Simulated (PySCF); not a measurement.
F2H3SbSi, SMILES [F][Sb]([F])[SiH3]. Atoms are numbered in the order given.

```xyz
7

Sb    -0.4682     0.3607     0.0000
F     -0.7699    -0.9102     1.4457
F     -0.7699    -0.9102    -1.4457
Si     2.1358    -0.1034     0.0000
H      2.4751    -0.8770    -1.2273
H      2.4751    -0.8770     1.2273
H      2.8852     1.1895     0.0000
```

Geometry: B3LYP-D3(BJ)/def2-SVP. A frequency run showed that this geometry is not a minimum. The def2 effective core potentials stand for the cores of Sb; spin–orbit coupling is left out.

Computed with PySCF with B3LYP-D3(BJ)/def2-SVP.

Frequencies are harmonic and unscaled.

| mode | ν (cm⁻¹) | IR (km/mol) | moving atoms (share of kinetic energy) |
|---|---|---|---|
| 1 | 102i | 0.1 | H 95 % |
| 2 | 119 | 0.4 | F 69 %, Si 18 %, H 8 % |
| 3 | 135 | 9.7 | F 62 %, Si 17 %, Sb 12 %, H 9 % |
| 4 | 198 | 9.6 | F 88 %, Sb 11 % |
| 5 | 290 | 8.7 | Si 68 %, Sb 22 %, H 9 % |
| 6 | 433 | 10.1 | H 89 %, Si 10 % |
| 7 | 465 | 17.7 | H 85 %, Si 11 % |
| 8 | 617 | 63.1 | F 86 %, Sb 14 % |
| 9 | 621 | 63.7 | F 87 %, Sb 13 % |
| 10 | 840 | 291.2 | H 90 %, Si 9 % |
| 11 | 927 | 38.3 | H 97 % |
| 12 | 933 | 45.2 | H 97 % |
| 13 | 2201 | 82.8 | H 98 % |
| 14 | 2226 | 67.6 | H 97 % |
| 15 | 2239 | 68.8 | H 96 % |
